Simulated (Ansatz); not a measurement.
Clusters of 4 atoms, alloy: gap (eV) at several levels, gas phase, relaxed structures; Ansatz. Clusters are the lowest isomers that short searches found in that spin, judged at the geometry's level. Core potentials for Au, Mo, Pt, Sn in the def2 sets, no spin–orbit coupling. HOMO and LUMO are taken over both spins. Singlets are spin-restricted. The structures are stationary points that may keep the symmetry of their start. Remarks come from the PBE and PBE0 runs and from stability tests at other levels; not every state was tested.

```csv
species,state,geometry,PBE-D4/def2-SVP,PBE-D4/def2-TZVP,r2SCAN-D4/def2-TZVP,PBE0-D4/def2-TZVP,remarks
SiAu3⁺,singlet,PBE-D4/def2-SVP,2.03,2.06,2.25,3.56,–
Si3Au⁺,singlet,r2SCAN-D4/def2-SVP,1.37,1.31,1.55,2.76,–
Si3Ni,singlet,r2SCAN-D4/def2-SVP,0.86,1.05,1.30,2.84,–
Si3Mo⁺,doublet,r2SCAN-D4/def2-SVP,0.32,0.33,0.68,2.31,spin-contaminated (⟨S²⟩ up to 0.85)
Cu2Sn2⁺,doublet,PBE-D4/def2-SVP,0.69,0.74,1.27,2.37,–
Si2Mo2,singlet,PBE0-D4/def2-SVP,1.22,1.20,1.64,3.18,–
Si3Pt⁺,doublet,B3LYP-D4/def2-SVP,0.58,0.60,1.01,2.24,–
```

Question: Estimate the column for PBE0-D4/def2-SVP.

Answer: SiAu3⁺ 3.51; Si3Au⁺ 2.81; Si3Ni 2.83; Si3Mo⁺ 2.27; Cu2Sn2⁺ 2.32; Si2Mo2 3.18; Si3Pt⁺ 2.20.
